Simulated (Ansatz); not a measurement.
Consider the atomization: `CC(C)OB(O)Cl` → B• + 3 C• + Cl• + 8 H• + 2 O•.

Isolated molecules relaxed with PBE0-D4/def2-TZVP in Ansatz; ΔE leaves out vibrations. CCSD(T)/CBS adds triple-zeta CCSD(T) − MP2 to the extrapolated MP2 energy (def2 sets, frozen cores). This one scheme is used for every species, atoms too. DFT in def2-TZVPP. B3LYP here is the variant with VWN-RPA as its local correlation; programs differ in this. No spin–orbit coupling; open shells (•) take unrestricted orbitals. Spin–orbit coupling would lower the free atoms: a little for B, C, Cl, O. Each species was taken in one conformer, which may not be the lowest.

`CC(C)OB(O)Cl`:

```xyz
15

C    -0.442    0.930   -1.236
C     0.440    0.216   -0.236
C     1.409   -0.745   -0.886
O    -0.380   -0.544    0.658
B    -0.901   -0.090    1.815
O    -1.693   -0.887    2.571
Cl   -0.592    1.545    2.427
H     0.167    1.508   -1.935
H    -1.124    1.616   -0.731
H    -1.031    0.207   -1.807
H     0.994    0.955    0.351
H     0.869   -1.501   -1.460
H     2.016   -1.250   -0.133
H     2.076   -0.208   -1.564
H    -1.808   -1.752    2.166
```

```tsv
level	ΔE (kcal/mol)	difference from CCSD(T)/CBS
r2SCAN-D4	1484.8	8.6
PBE0-D4	1484.1	7.9
B3LYP-D4	1474.5	-1.7
B2PLYP	1462.5	-13.7
PBE	1502.0	25.8
r2SCAN	1482.7	6.5
PBE0	1477.5	1.3
B3LYP	1462.2	-14.0
MP2/def2-TZVPP	1474.2	-2.0
SCS-MP2/def2-TZVPP	1459.3	-16.9
CCSD/def2-TZVPP	1420.4	-55.8
CCSD(T)/def2-TZVPP	1441.8	-34.4
HF/def2-QZVPP	1100.7	-375.5
MP2/def2-QZVPP	1494.4	18.2
SCS-MP2/def2-QZVPP	1481.8	5.6
HF/CBS(def2)	1100.9	-375.3
CCSD(T)/CBS	1476.2	0
```

Largest T1 diagnostic among the species: 0.014.

In def2-TZVPP, CCSD(T) changes the Hartree–Fock value by +342.5 kcal/mol (the triples alone add +21.3 kcal/mol) and MP2 by +374.9 kcal/mol; breaking electron pairs costs correlation energy, which Hartree–Fock lacks. From PBE to PBE0 (25 % exact exchange), in def2-TZVPP and without D4, ΔE moves by −24.5 kcal/mol: exact exchange takes away binding that semilocal exchange gives to molecules.

For atomizations the MP2-based limit and the directly extrapolated one differ by several kJ/mol either way, and by 10 to 25 for some Ge, Se and Sn compounds, so smaller differences from it don't rank the levels.
